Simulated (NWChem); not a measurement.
System: BGeH4F; SMILES F[BH][GeH3]

Here is an NWChem input.

```
start job
memory heap 200 mb stack 900 mb global 1100 mb
geometry units angstroms noautoz
  B      0.567295    -1.214030     0.000000
  F     -0.315014    -2.207953     0.000000
  Ge    -0.068878     0.771475     0.000000
  H      0.502521     1.509068    -1.243325
  H     -1.610578     0.940112     0.000000
  H      0.502521     1.509068     1.243325
  H      1.749706    -1.526617     0.000000
end
basis spherical
  * library 6-31g*
end
dft
  xc b3lyp
  iterations 150
end
tddft
  nroots 8
  notriplet
end
task tddft energy
```

All runs use the structure optimised with PBE-D3(BJ)/def2-SVP.

Vertical excitations in the gas phase.

### Question
Give the results of this calculation. (B3LYP/6-31G* (spherical d), full TDDFT.) Quantities: lowest excitation, singlet (eV); oscillator strength of that lowest state; lowest state with f > 0.02, singlet (eV); oscillator strength of that bright state; orbital gap (eV).

### Answer
```yaml
lowest excitation, singlet (eV): 4.82
oscillator_strength_of_that_lowest_state: 0.005
lowest state with f > 0.02, singlet (eV): 6.98
oscillator_strength_of_that_bright_state: 0.049
orbital gap (eV): 6.20
```
